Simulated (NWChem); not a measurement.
Species: C2H6Se; SMILES CC[SeH]

```xyz
9

Se    -0.0389    -0.8079     0.0566
H     -0.8335    -0.7224    -1.1801
C      0.6491     1.0235    -0.0558
C     -0.4083     2.1015     0.0641
H      1.2245     1.1133    -0.9885
H      1.3721     1.0781     0.7726
H     -0.9722     2.0064     1.0038
H     -1.1308     2.0502    -0.7651
H      0.0561     3.1015     0.0403
```
Atoms are numbered in this order, from 1.

Results from NWChem. Coordinates come from a PBE0/def2-SVP optimisation. GIAO values for the isolated, static molecule; σ is the absolute isotropic shielding, δ = σ(reference) − σ with the isolated reference molecule computed at the same levels (13C: tetramethylsilane, 1H: tetramethylsilane). Spin-orbit effects, on the heavy nuclei and on their neighbours, are missing.

For level PBE0/pcSseg-1:

| Property | Value |
|---|---|
| δ H2 (ppm) | 1.72 |
| δ C3 (ppm) | 22.9 |
| δ C4 (ppm) | 23.1 |
| δ H5 (ppm) | 2.72 |

What are these values for level KT2/pcSseg-1?

The δ H2 (ppm) comes out as 1.60 and the δ C3 (ppm) is 24.6. The δ C4 (ppm) comes out as 24.6 and the δ H5 (ppm) is 2.92.
